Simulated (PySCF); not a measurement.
Compound: C2H4BNO2.
Atom-mapped SMILES: `[OH:1][B:2]([OH:3])[C@H:4]1[CH:5]=[N:6]1` (hydrogens: H7 on O1; H8 on O3; H9 on C4; H10 on C5)

The calculation used PBE0-D3(BJ)/def2-SVP geometry optimisation, gas phase in PySCF.

List the bond lengths, angles and torsions at this level.

```json
{"bond": "O1–B2, B2–O3", "length (pm)": "136.4"}
{"bond": "B2–C4", "length (pm)": "156.3"}
{"bond": "C4–C5", "length (pm)": "146.0"}
{"bond": "C5=N6", "length (pm)": "124.3"}
{"bond": "C4–N6", "length (pm)": "155.7"}
{"bond": "O1–H7, O3–H8", "length (pm)": "96.1"}
{"bond": "C4–H9", "length (pm)": "109.9"}
{"bond": "C5–H10", "length (pm)": "109.3"}
```

Bonds in one row agree within 1 pm and their mean is given. A selection of angles:
```json
{"angle": "B2–O1–H7", "degrees": "115.5"}
{"angle": "O1–B2–O3", "degrees": "124.8"}
{"angle": "O1–B2–C4", "degrees": "117.5"}
{"angle": "B2–C4–C5", "degrees": "121.8"}
{"angle": "B2–C4–N6", "degrees": "117.7"}
{"angle": "B2–C4–H9", "degrees": "117.8"}
{"angle": "C5–C4–N6", "degrees": "48.5"}
{"angle": "C5–C4–H9", "degrees": "117.6"}
{"angle": "N6–C4–H9", "degrees": "114.2"}
{"angle": "C4–C5–N6", "degrees": "69.8"}
{"angle": "C4–C5–H10", "degrees": "150.3"}
{"angle": "N6–C5–H10", "degrees": "139.9"}
{"angle": "C4–N6–C5", "degrees": "61.7"}
```

Dihedral angles: O1–B2–C4–C5 158° (antiperiplanar); B2–C4–C5–N6 100° (anticlinal); B2–C4–N6–C5 -109° (anticlinal); H7–O1–B2–O3 0° (synperiplanar); H8–O3–B2–O1 4° (synperiplanar).

N6 (C=N nitrogen) is bent (angle 61.7°). The 3-membered ring C4–C5–N6 has internal angles of 48.5° to 69.8°. B2 (three-coordinate boron) is planar (angles 124.8°, 117.7° and 117.5°, sum 360.0°, 0.00 Å off the plane of its three neighbours). The 2 C–N bonds span 1.243 Å (C5=N6, drawn double) to 1.557 Å (C4–N6, drawn single), a spread of 0.314 Å. Of the pairs four or more bonds apart, H7···H8 is among the closest relative to their van der Waals radii: 2.35 Å, 98 % of the sum of Bondi's values.

Point group: C1 (no symmetry element, even within 0.4 Å). Whether it is a minimum is left open (no frequencies). One conformer, not necessarily the lowest (H–O1–B2–O3 0°, O1–B2–O3–H 4°, O1–B2–C4–C5 158°).
